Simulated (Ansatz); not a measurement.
Reaction (ligand exchange at the Si–C bond): `CO[SiH](C)N` + HBr → `CO[SiH](N)Br` + CH₄

Isolated molecules relaxed with PBE0-D4/def2-TZVP in Ansatz; ΔE leaves out vibrations. CCSD(T)/CBS is the MP2 limit (def2-TZVPP, def2-QZVPP) plus CCSD(T) − MP2 in def2-TZVPP, frozen cores. This one scheme is used for every species. DFT in def2-TZVPP. B3LYP here is the variant with VWN-RPA as its local correlation; programs differ in this. For Br outer-core shells are correlated without core-valence functions, which leaves a few kJ/mol of doubt a bond. Scalar relativity is left out up to krypton. Each species was taken in one conformer, which may not be the lowest.

```
             level  ΔE (kJ/mol)  difference from CCSD(T)/CBS
            PBE-D4       -109.7                          3.6
         r2SCAN-D4       -114.1                         -0.8
          B3LYP-D4       -112.5                          0.8
               PBE       -109.0                          4.3
            r2SCAN       -114.3                         -1.0
     HF/def2-TZVPP       -118.6                         -5.3
    MP2/def2-TZVPP       -115.1                         -1.8
SCS-MP2/def2-TZVPP       -112.9                          0.4
     HF/def2-QZVPP       -118.1                         -4.8
      HF/CBS(def2)       -118.1                         -4.8
       CCSD(T)/CBS       -113.3                            0
```

Largest T1 diagnostic among the species: 0.010.

In def2-TZVPP, CCSD(T) changes the Hartree–Fock value by +10.8 kJ/mol (the triples alone add +0.0 kJ/mol) and MP2 by +3.5 kJ/mol.

CCSD(T)/CBS has its own doubt, a few kJ/mol and more with outer-core shells, so smaller differences from it don't rank the levels.
